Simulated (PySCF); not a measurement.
Species: C3H8GeO.
Z-matrix (Å and degrees, PBE0-D3(BJ)/def2-SVP geometry), rows numbered from 1:
```
C 
C   1  1.3366
Ge  2  1.9372  1  122.38
O   3  1.7863  2  110.02  1  -117.44
C   4  1.3975  3  119.95  2    61.91
H   1  1.0961  2  122.27  3  -179.79
H   1  1.0964  2  121.79  3     0.03
H   2  1.0970  1  118.99  3  -179.84
H   3  1.5467  2  108.12  1     1.94
H   3  1.5343  2  113.07  1   127.41
H   5  1.1075  4  112.85  3   -57.47
H   5  1.1081  4  112.54  3    64.43
H   5  1.1021  4  108.52  3  -176.68
```

Method used: PBE0-D3(BJ)/def2-SVP geometry optimisation, gas phase in PySCF.

Masses are those of the commonest isotopes; rigid-rotor values at the optimised geometry. The values belong to one conformer with, in the numbering `[CH2:1]=[CH:2][GeH2:3][O:4][CH3:5]`, C1–C2–Ge3–O4 -117°, C2–Ge3–O4–C5 62°.

(1) Give the principal moments of inertia and the rotational constants in cm⁻¹.

(2) Classify the top.

(3) What does the inertial defect say?

(4) Give the other two planar moments, Paa and Pbb, and the rms extents of the mass along the axes.

(5) Give the coordinates in the principal-axis frame, origin at the centre of mass.

(6) Predict some low-J microwave lines.

(7) Estimate the classical rotational partition function at 50 K, 200 K and 500 K.

## Answers

(1) Ia = 102.44, Ib = 221.93, Ic = 291.21 u·Å²; 505379 MHz·u·Å²/I gives 4934, 2277 and 1735 MHz, that is A = 0.16456, B = 0.07596, C = 0.05789 cm⁻¹.

(2) An asymmetric top; Ray's κ = -0.661.

(3) Not planar: Δ = Ic − Ia − Ib = -33.16 u·Å². For a rigid frame Δ = −2 Σ m c², so Σ m c² = 16.58 u·Å² lies off the ab plane: 9.29 from hydrogen and 7.28 from heavier atoms. The atom farthest from that plane is 1.65 Å away.

(4) Paa = Σ m a² = (Ib + Ic − Ia)/2 = 205.35 and Pbb = Σ m b² = (Ia + Ic − Ib)/2 = 85.86 u·Å². With the mass M = 133.98 u, the rms extents √(P/M) along a, b and c are 1.24, 0.80, 0.35 Å.

(5) The sense of each axis is arbitrary; atoms in the order of the calculation.
| atom | mass (u) | a (Å) | b (Å) | c (Å) |
| --- | --- | --- | --- | --- |
| C1 | 12.000 | 2.366 | 1.042 | -0.252 |
| C2 | 12.000 | 1.469 | 0.490 | 0.571 |
| Ge3 | 73.921 | 0.002 | -0.599 | -0.074 |
| O4 | 15.995 | -1.557 | 0.171 | 0.336 |
| C5 | 12.000 | -1.871 | 1.430 | -0.183 |
| H6 | 1.008 | 3.197 | 1.655 | 0.115 |
| H7 | 1.008 | 2.314 | 0.905 | -1.339 |
| H8 | 1.008 | 1.563 | 0.660 | 1.650 |
| H9 | 1.008 | 0.128 | -0.715 | -1.611 |
| H10 | 1.008 | -0.081 | -1.966 | 0.618 |
| H11 | 1.008 | -1.122 | 2.203 | 0.079 |
| H12 | 1.008 | -1.970 | 1.422 | -1.286 |
| H13 | 1.008 | -2.840 | 1.749 | 0.235 |

(6) The dipole components are |μa| = 1.44 D, |μb| = 0.89 D, |μc| = 0.55 D. Intensities carry the squares of the components, which stand as 1.00 : 0.38 : 0.15 (a : b : c). Some of the stronger lines:

```json
{"type": "a", "branch": "Q", "J(Ka,Kc)": "3(2,1) ← 3(2,2)", "MHz": "365", "lower level (cm⁻¹)": "1.194"}
{"type": "c", "branch": "Q", "J(Ka,Kc)": "2(1,2) ← 2(0,2)", "MHz": "2189", "lower level (cm⁻¹)": "0.399"}
{"type": "b", "branch": "R", "J(Ka,Kc)": "4(2,2) ← 3(3,1)", "MHz": "2352", "lower level (cm⁻¹)": "1.683"}
{"type": "b", "branch": "Q", "J(Ka,Kc)": "3(2,1) ← 3(1,2)", "MHz": "7571", "lower level (cm⁻¹)": "0.953"}
{"type": "b", "branch": "R", "J(Ka,Kc)": "3(1,3) ← 2(0,2)", "MHz": "13371", "lower level (cm⁻¹)": "0.399"}
{"type": "b", "branch": "R", "J(Ka,Kc)": "4(0,4) ← 3(1,3)", "MHz": "13753", "lower level (cm⁻¹)": "0.845"}
{"type": "b", "branch": "Q", "J(Ka,Kc)": "4(3,1) ← 4(2,2)", "MHz": "13876", "lower level (cm⁻¹)": "1.762"}
{"type": "b", "branch": "Q", "J(Ka,Kc)": "3(3,1) ← 3(2,2)", "MHz": "14680", "lower level (cm⁻¹)": "1.194"}
{"type": "a", "branch": "R", "J(Ka,Kc)": "4(2,3) ← 3(2,2)", "MHz": "15992", "lower level (cm⁻¹)": "1.194"}
{"type": "b", "branch": "R", "J(Ka,Kc)": "4(4,1) ← 3(3,0)", "MHz": "36549", "lower level (cm⁻¹)": "1.684"}
```

(7) Point group C1, symmetry number σ = 1; q = (√π/σ)·√((kT/h)³/(ABC)), k/h = 20836.6 MHz/K: 13500 at 50 K, 108000 at 200 K, 427000 at 500 K.

No frequency check. No vibrational averaging or centrifugal distortion is included, and the geometry carries the error of its method. A rigid rotor knows nothing of internal rotation, which can split or shift real lines.
